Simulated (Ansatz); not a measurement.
## Ligand exchange: CH3Cl + C2H3ClGe → Cl2 + C3H6Ge

Species: CH3Cl (chloromethane) `CCl`, singlet; C2H3ClGe `C#[C][GeH2][Cl]`, singlet; Cl2 (chlorine), singlet; C3H6Ge `C#[C][GeH2][CH3]`, singlet. The partners trade CH3 for Cl: Cl–CH3 and Ge–Cl bonds give way to Cl–Cl and Ge–CH3.

Shapes, held fixed at every level: PBE0-D4/def2-TZVP. Programs: Ansatz 0.2.0. The zero-point and thermal change to 298 K, harmonic and unscaled (PBE0-D4/def2-TZVP), is -3.2 kJ/mol.

```json
{"level": "HF/def2-SVP", "kind": "Hartree–Fock", "ΔH(298 K) (kJ/mol)": "+217.2", "less CCSD(T)/def2-TZVPP": "+35.8"}
{"level": "HF/def2-TZVPP", "kind": "Hartree–Fock", "ΔH(298 K) (kJ/mol)": "+209.0", "less CCSD(T)/def2-TZVPP": "+27.6"}
{"level": "PBE-D4/def2-TZVPP", "kind": "GGA", "ΔH(298 K) (kJ/mol)": "+167.9", "less CCSD(T)/def2-TZVPP": "-13.5"}
{"level": "B3LYP-D4/def2-TZVPP", "kind": "global hybrid", "ΔH(298 K) (kJ/mol)": "+176.3", "less CCSD(T)/def2-TZVPP": "-5.1"}
{"level": "BHLYP-D4/def2-TZVPP", "kind": "global hybrid", "ΔH(298 K) (kJ/mol)": "+189.7", "less CCSD(T)/def2-TZVPP": "+8.3"}
{"level": "wB97M-V/def2-TZVPP", "kind": "range-separated hybrid", "ΔH(298 K) (kJ/mol)": "+179.4", "less CCSD(T)/def2-TZVPP": "-2.0"}
{"level": "CCSD/def2-TZVPP", "kind": "coupled cluster or CI", "ΔH(298 K) (kJ/mol)": "+184.2", "less CCSD(T)/def2-TZVPP": "+2.8"}
{"level": "CCSD(T)/def2-TZVPP", "kind": "coupled cluster or CI", "ΔH(298 K) (kJ/mol)": "+181.4", "less CCSD(T)/def2-TZVPP": "0.0"}
```

The highest level, CCSD(T)/def2-TZVPP, gives ΔH(298 K) = +181.4 kJ/mol; the levels span +167.9 to +217.2. The column of differences is taken from that level and isn't an error. No measured value is set beside it here. Relativity is left out for Ge unless named. Correlated rows may include outer-core shells of Ge, which these sets cover unevenly.
